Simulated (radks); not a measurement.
Question: Tc4+, configuration [Kr] 4d3. Calculated with a radial shooting solver on a logarithmic mesh with Libxc functionals: Dirac Kohn-Sham, BLYP, spin-unpolarised, spherical densities, point nucleus; open shells fill j = l - 1/2 first.

Spin-orbit splittings of the eigenvalues, e(l+1/2) - e(l-1/2), with zeta = 2 splitting/(2l+1) and mean radii in bohr:

| shell | occ. | splitting (eV) | zeta (eV) | <r> j=l-1/2 | <r> j=l+1/2 |
|---|---|---|---|---|---|
| 2p | 6 | 118.3 | 78.88 | 0.1271 | 0.1318 |
| 3p | 6 | 19.80 | 13.20 | 0.4090 | 0.4196 |
| 3d | 10 | ? | ? | 0.3968 | 0.4002 |
| 4p | 6 | 3.125 | 2.083 | 1.124 | 1.150 |
| 4d | 3 | 0.3866 | 0.1546 | 1.441 | 1.452 |

Estimate the 3d splitting.

Answer: 3.809 eV (zeta = 1.524 eV).
